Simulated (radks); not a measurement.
I41+, 12 electrons, occupied as [Ne] 3s2.

Calculated with a radial shooting solver on a logarithmic mesh with Libxc functionals: Dirac Kohn-Sham, exchange-only PBE, spin-unpolarised, spherical densities, finite nucleus; Fermi nuclear charge, rms radius 4.75 fm.

Energy parts (hartree):
part                    energy
total              -5577.85647
kinetic             5981.78138
electron-nucleus  -12098.94179
Hartree              636.05775
exchange             -96.75381

Orbitals (lengths in bohr, moments of r in powers of bohr; r(90%) holds 90 % of the orbital's charge):
orbital  occ.  eigenvalue (hartree)  r(90%)      <r>      <r^4>     <r^2>  small-component weight
1s1/2       2             -1308.940  0.0489  0.02721  2.632e-06  0.001003                3.81e-02
2s1/2       2             -279.1519   0.177   0.1148  0.0004104   0.01554                8.43e-03
2p1/2       2             -268.9856   0.158  0.09660  0.0002583   0.01143                8.40e-03
2p3/2       4             -257.5958   0.165   0.1020  0.0003069   0.01261                8.01e-03
3s1/2       2             -112.7571   0.402   0.2769    0.01111   0.08733                3.26e-03
3p1/2       0             -109.2131   0.389   0.2624   0.009595   0.07958                3.21e-03
3p3/2       0             -106.2741   0.400   0.2703    0.01071   0.08430                3.11e-03
4s1/2       0             -60.45003   0.720   0.5116     0.1190    0.2948                1.72e-03

The highest occupied level is 3s1/2 at -3068.3 eV. For comparison, the ionisation energy in NIST's Atomic Spectra Database is 3096 eV (theoretical). In exact Kohn-Sham theory the highest level is minus the ionisation energy, but local and semilocal functionals leave it too shallow, through self-interaction and a potential that decays too fast; potentials with the right tail come closer. The electron density at the nucleus is 2.505e+05 e/bohr^3. Summed over all electrons, <r^2> = 0.2810 bohr^2, which gives a Langevin (diamagnetic) susceptibility term of -0.223 x 10^-6 cm^3/mol.
